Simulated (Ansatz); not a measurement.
System: CH$_{5}$OSi, net charge 0, doublet state. It need not be the lowest isomer of its formula. 
Geometry from a B3LYP-D3(BJ)/def2-TZVP (Ansatz, a quantum-chemistry and plane-wave program) optimisation:
```
O
C 1 1.4190
H 2 1.0897 1 107.95
H 2 1.0933 3 108.81 1 -120.37
H 2 1.0945 3 108.84 4 -118.54
Si 1 1.6497 2 124.95 3 164.89
H 6 1.4858 1 105.77 2 -165.82
H 6 1.4963 7 110.89 1 -118.84
```
Charge 0, spin multiplicity 2.

Wanted: atomisation energy (electronic, to ground-state atoms), in kcal/mol. Valence correlation only, unless marked. UHF or UKS for open shells. Spin-orbit coupling is left out. Non-relativistic. The coupled-cluster limit lacks core correlation, which all-electron functionals hold. Basis-set limits of correlation are two-point, X^-3; Hartree-Fock from the larger set (for Q and 5 zeta extrapolated as (X+1)exp(-9√X)).

| level | program | atomisation energy (kcal/mol) |
|---|---|---|
| HSE06-D3(BJ)/def2-TZVPD | Ansatz + dftd3 | 643.3 |
| B2PLYP/def2-TZVPD | Ansatz | 638.1 |
| MP2/aug-cc-pV(T+d)Z | Ansatz | 639.9 |
| MP2/CBS(aug-cc-pV(T+d)Z,aug-cc-pV(Q+d)Z) | Ansatz | 653.9 |
| SCS-MP2/cc-pV(Q+d)Z | Ansatz | 648.7 |
| CCSD(T)/aug-cc-pV(T+d)Z | Ansatz | 633.6 |
| CCSD(T)/CBS(cc-pV(Q+d)Z,cc-pV(5+d)Z) | Ansatz | 646.7 |
